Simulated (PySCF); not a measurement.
PySCF job for Si(H)(NHSiH3)3 (H₁₃N₃Si₄), SMILES N([SiH3])[SiH](N[SiH3])N[SiH3], TDA-PBE/def2-SVPD. Geometry optimised at PBE0-D3(BJ)/def2-SVP. One conformer was computed; it need not be the lowest.

```python
import numpy as np
from pyscf import gto, scf, dft, tdscf

mol = gto.M(
    atom='''
    Si   -0.61890072   -0.03215857   -0.67952903
    N     1.06038785    0.36498237   -0.86785254
    Si    2.32989383   -0.31247128    0.12193592
    N    -1.41308945    1.46605616   -0.33599476
    Si   -0.57181372    2.92852853    0.11193633
    N    -0.71566850   -1.14813438    0.65005793
    Si   -0.73846817   -2.89041954    0.62142601
    H    -1.21113534   -0.69231601   -1.87796518
    H     1.35332275    0.95066845   -1.64464622
    H     2.16174986    0.02474641    1.56853202
    H     3.61454448    0.28066697   -0.35993320
    H     2.42570105   -1.80152769    0.01163552
    H    -2.42542961    1.51846466   -0.39355434
    H     0.29181722    2.74543626    1.31833945
    H    -1.61929786    3.94860306    0.42472530
    H     0.29044200    3.46921167   -0.98531604
    H    -0.78591149   -0.70625101    1.56415609
    H    -2.04134116   -3.44888260    1.10406559
    H     0.34020197   -3.46913415    1.48061130
    H    -0.52603067   -3.30872268   -0.79489386
    ''',
    basis='def2-SVPD',
    charge=0,
    spin=0,
    max_memory=1600,
    verbose=4,
)
mf = dft.RKS(mol, xc='pbe').density_fit(auxbasis='def2-universal-jkfit')
mf.grids.level = 3
mf.conv_tol = 1e-9
mf.max_cycle = 100
mf.kernel()
mf.grids = dft.Grids(mol).set(level=1).build(with_non0tab=True)  # coarser grid for the response kernel
td = tdscf.TDA(mf)
td.singlet = True
td.nstates = 6
td.conv_tol = 1e-4
td.positive_eig_threshold = 1e-6
td.kernel(x0=td.get_init_guess(mf, 11))
td.analyze()
tt = tdscf.TDA(mf)
tt.singlet = False
tt.nstates = 2
tt.conv_tol = 1e-4
tt.positive_eig_threshold = 1e-6
tt.kernel(x0=tt.get_init_guess(mf, 7))
tt.analyze(verbose=3)
```

Output:

```
PySCF version 2.14.0

[INPUT] verbose = 4
[INPUT] num. atoms = 20
[INPUT] num. electrons = 90
[INPUT] charge = 0
[INPUT] spin (= nelec alpha-beta = 2S) = 0
[INPUT] symmetry False subgroup None
[INPUT] Mole.unit = angstrom
[INPUT] Symbol           X                Y                Z      unit          X                Y                Z       unit  Magmom
[INPUT]  1 Si    -0.618900720000  -0.032158570000  -0.679529030000 AA   -1.169552859096  -0.060770889858  -1.284123760391 Bohr   0.0
[INPUT]  2 N      1.060387850000   0.364982370000  -0.867852540000 AA    2.003842622316   0.689716719595  -1.640003617108 Bohr   0.0
[INPUT]  3 Si     2.329893830000  -0.312471280000   0.121935920000 AA    4.402861238014  -0.590485140992   0.230425493547 Bohr   0.0
[INPUT]  4 N     -1.413089450000   1.466056160000  -0.335994760000 AA   -2.670352050012   2.770444625632  -0.634938075689 Bohr   0.0
[INPUT]  5 Si    -0.571813720000   2.928528530000   0.111936330000 AA   -1.080571325069   5.534116869675   0.211529007089 Bohr   0.0
[INPUT]  6 N     -0.715668500000  -1.148134380000   0.650057930000 AA   -1.352417460978  -2.169659532397   1.228431452802 Bohr   0.0
[INPUT]  7 Si    -0.738468170000  -2.890419540000   0.621426010000 AA   -1.395502593009  -5.462101315691   1.174324965581 Bohr   0.0
[INPUT]  8 H     -1.211135340000  -0.692316010000  -1.877965180000 AA   -2.288714092382  -1.308287650552  -3.548839861670 Bohr   0.0
[INPUT]  9 H      1.353322750000   0.950668450000  -1.644646220000 AA    2.557409355643   1.796503005765  -3.107930927601 Bohr   0.0
[INPUT] 10 H      2.161749860000   0.024746410000   1.568532020000 AA    4.085115185217   0.046763937466   2.964095935411 Bohr   0.0
[INPUT] 11 H      3.614544480000   0.280666970000  -0.359933200000 AA    6.830499132258   0.530383705512  -0.680175171138 Bohr   0.0
[INPUT] 12 H      2.425701050000  -1.801527690000   0.011635520000 AA    4.583910644570  -3.404393939920   0.021987946117 Bohr   0.0
[INPUT] 13 H     -2.425429610000   1.518464660000  -0.393554340000 AA   -4.583397697311   2.869482337231  -0.743709917734 Bohr   0.0
[INPUT] 14 H      0.291817220000   2.745436260000   1.318339450000 AA    0.551454624232   5.188122623850   2.491300499710 Bohr   0.0
[INPUT] 15 H     -1.619297860000   3.948603060000   0.424725300000 AA   -3.060029469494   7.461778358020   0.802614495174 Bohr   0.0
[INPUT] 16 H      0.290442000000   3.469211670000  -0.985316040000 AA    0.548855835071   6.555859924445  -1.861977461741 Bohr   0.0
[INPUT] 17 H     -0.785911490000  -0.706251010000   1.564156090000 AA   -1.485157474249  -1.334620984097   2.955826626171 Bohr   0.0
[INPUT] 18 H     -2.041341160000  -3.448882600000   1.104065590000 AA   -3.857575719202  -6.517443549778   2.086381588656 Bohr   0.0
[INPUT] 19 H      0.340201970000  -3.469134150000   1.480611300000 AA    0.642888550337  -6.555713432876   2.797949853936 Bohr   0.0
[INPUT] 20 H     -0.526030670000  -3.308722680000  -0.794893860000 AA   -0.994053899421  -6.252579687337  -1.502131693498 Bohr   0.0

nuclear repulsion = 645.297829009445
number of shells = 116
number of NR pGTOs = 388
number of NR cGTOs = 260
basis = def2-SVPD
ecp = {}


[settings echo left out]
init E= -1328.95838901358
  HOMO = -0.303524979068455  LUMO = -0.0625426710748656  gap/eV = 6.55746
cycle= 1 E= -1328.72567142799  delta_E= 0.233  |g|= 0.838  |ddm|= 6.66
  HOMO = -0.113009740185711  LUMO = -0.00510893075457641  gap/eV = 2.93613
cycle= 2 E= -1328.1988056092  delta_E= 0.527  |g|= 1.68  |ddm|= 3.25
  HOMO = -0.233619327199976  LUMO = -0.0338523154508352  gap/eV = 5.43594
cycle= 3 E= -1328.87341342297  delta_E= -0.675  |g|= 0.151  |ddm|=  2.5
  HOMO = -0.218880540500876  LUMO = -0.0277370570065947  gap/eV = 5.20128
cycle= 4 E= -1328.88108409504  delta_E= -0.00767  |g|= 0.0439  |ddm|= 0.395
  HOMO = -0.22230945414307  LUMO = -0.0295064022515223  gap/eV = 5.24644
cycle= 5 E= -1328.88167307992  delta_E= -0.000589  |g|= 0.0142  |ddm|= 0.0976
  HOMO = -0.222398639486583  LUMO = -0.0295461939362669  gap/eV = 5.24778
cycle= 6 E= -1328.88171837879  delta_E= -4.53e-05  |g|= 0.00703  |ddm|= 0.0282
  HOMO = -0.222250315067461  LUMO = -0.0294706288999076  gap/eV = 5.24580
cycle= 7 E= -1328.88172971978  delta_E= -1.13e-05  |g|= 0.00128  |ddm|= 0.00954
  HOMO = -0.222187199528331  LUMO = -0.0294147877023505  gap/eV = 5.24560
cycle= 8 E= -1328.88173017767  delta_E= -4.58e-07  |g|= 0.000182  |ddm|= 0.00251
  HOMO = -0.222196869511631  LUMO = -0.029422975362237  gap/eV = 5.24564
cycle= 9 E= -1328.88173018832  delta_E= -1.07e-08  |g|= 5.7e-05  |ddm|= 0.000596
  HOMO = -0.222200865028568  LUMO = -0.0294236310109186  gap/eV = 5.24574
cycle= 10 E= -1328.88173018943  delta_E= -1.11e-09  |g|= 1.44e-05  |ddm|= 0.000161
  HOMO = -0.222201035362453  LUMO = -0.029423987509575  gap/eV = 5.24573
cycle= 11 E= -1328.88173018948  delta_E= -5.41e-11  |g|= 7.7e-06  |ddm|= 4.09e-05
  HOMO = -0.222200759340042  LUMO = -0.0294238959668229  gap/eV = 5.24573
Extra cycle  E= -1328.88173018943  delta_E= 5.21e-11  |g|= 1.69e-05  |ddm|= 3.21e-05
converged SCF energy = -1328.88173018943
tot grids = 73144
Overwritten attributes  positive_eig_threshold  of <class 'pyscf.tdscf.rks.TDA'>


******** <class 'pyscf.tdscf.rks.TDA'> for <class 'pyscf.df.df_jk.DFRKS'> ********
nstates = 6 singlet
deg_eia_thresh = 1.000e-03
wfnsym = None
conv_tol = 0.0001
eigh lindep = 1e-12
eigh level_shift = 0
eigh max_cycle = 100


Excitation energies (eV)
[5.29705197 5.60868992 5.70303576 5.8017264  5.88161011 5.97129798]

** Singlet excitation energies and oscillator strengths **
Excited State   1:      5.29705 eV    234.06 nm  f=0.0019
      45 -> 46       -0.70468
Excited State   2:      5.60869 eV    221.06 nm  f=0.0082
      44 -> 46        0.62036
      45 -> 47        0.33076
Excited State   3:      5.70304 eV    217.40 nm  f=0.0462
      43 -> 46        0.13162
      44 -> 46       -0.31387
      45 -> 47        0.60459
      45 -> 48        0.10115
Excited State   4:      5.80173 eV    213.70 nm  f=0.0072
      43 -> 46       -0.50718
      45 -> 47        0.13482
      45 -> 48       -0.45925
Excited State   5:      5.88161 eV    210.80 nm  f=0.0399
      43 -> 46       -0.46352
      45 -> 48        0.51429
Excited State   6:      5.97130 eV    207.63 nm  f=0.0066
      44 -> 47        0.70033

** Transition electric dipole moments (AU) **
state          X           Y           Z        Dip. S.      Osc.
  1        -0.0829     -0.0277     -0.0833      0.0146      0.0019
  2         0.2311     -0.0771      0.0140      0.0595      0.0082
  3        -0.1539      0.5506      0.0612      0.3306      0.0462
  4        -0.1675      0.1475      0.0235      0.0504      0.0072
  5        -0.3636     -0.3010      0.2320      0.2766      0.0399
  6         0.1853     -0.0636     -0.0801      0.0448      0.0066

** Transition velocity dipole moments (imaginary part, AU) **
state          X           Y           Z        Dip. S.      Osc.
  1        -0.0039     -0.0016     -0.0048      0.0000      0.0001
  2         0.0298     -0.0157      0.0069      0.0012      0.0038
  3        -0.0195      0.0847      0.0090      0.0076      0.0243
  4        -0.0350      0.0296      0.0085      0.0022      0.0068
  5        -0.0507     -0.0533      0.0245      0.0060      0.0185
  6         0.0289     -0.0230     -0.0135      0.0015      0.0047

** Transition magnetic dipole moments (imaginary part, AU) **
state          X           Y           Z
  1        -0.0532      0.5419      0.1405
  2         0.3379      0.0271     -0.1597
  3        -0.5597     -0.1313     -0.0428
  4        -0.1911      0.3635     -0.0352
  5         0.3111     -0.5636     -0.4235
  6         0.4622     -0.0694      0.1661


******** <class 'pyscf.tdscf.rks.TDA'> for <class 'pyscf.df.df_jk.DFRKS'> ********
nstates = 2 triplet
deg_eia_thresh = 1.000e-03
wfnsym = None
conv_tol = 0.0001
eigh lindep = 1e-12
eigh level_shift = 0
eigh max_cycle = 100


Excitation energies (eV)
[5.16096846 5.46791606]

** Triplet excitation energies and oscillator strengths **
Excited State   1:      5.16097 eV    240.23 nm  f=0.0000
Excited State   2:      5.46792 eV    226.75 nm  f=0.0000
```

The calculation finished and met its thresholds.
